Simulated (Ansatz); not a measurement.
`F[SiH2][SiH2]F` → H• + `F[SiH][SiH2]F`•  (homolysis of the H–Si bond)

Computed with Ansatz on PBE0-D4/def2-TZVP structures; ΔE is electronic, products minus reactants. CCSD(T)/CBS adds triple-zeta CCSD(T) − MP2 to the extrapolated MP2 energy (def2 sets, frozen cores). This one scheme is used for every species, atoms too. Functionals use def2-TZVPP. Open shells (•) are unrestricted, without spin–orbit coupling. One conformer a species, not always the lowest.

`F[SiH2][SiH2]F`:

Cartesian coordinates in Å:
```
F 1.035 0.132 -2.008
Si 1.093 -0.115 -0.421
Si -1.093 0.115 0.421
F -1.035 -0.130 2.009
H 1.634 -1.478 -0.185
H 2.018 0.887 0.168
H -1.634 1.478 0.184
H -2.018 -0.888 -0.167
```

`F[SiH][SiH2]F`•:

Cartesian coordinates in Å:
```
F -1.149 -1.344 -1.632
Si 0.083 -1.280 -0.597
Si -0.073 0.708 0.653
F 0.971 0.571 1.863
H 1.333 -1.433 -1.398
H 0.277 1.941 -0.100
H -1.442 0.837 1.213
```

```tsv
level	ΔE (kcal/mol)
B2PLYP	93.5
CCSD/def2-TZVPP	94.5
```

Question: What does CCSD(T)/CBS give? (Estimate.)

Answer: The calculation gave: +96.2 kcal/mol. The listed levels differ from it by -2.7, -1.7 kcal/mol.

Largest T1 diagnostic among the species: 0.015.

In def2-TZVPP, CCSD(T) changes the Hartree–Fock value by +18.6 kcal/mol (the triples alone add −0.0 kcal/mol) and MP2 by +16.4 kcal/mol; breaking electron pairs costs correlation energy, which Hartree–Fock lacks. From PBE to PBE0 (25 % exact exchange), in def2-TZVPP and without D4, ΔE moves by +1.5 kcal/mol.
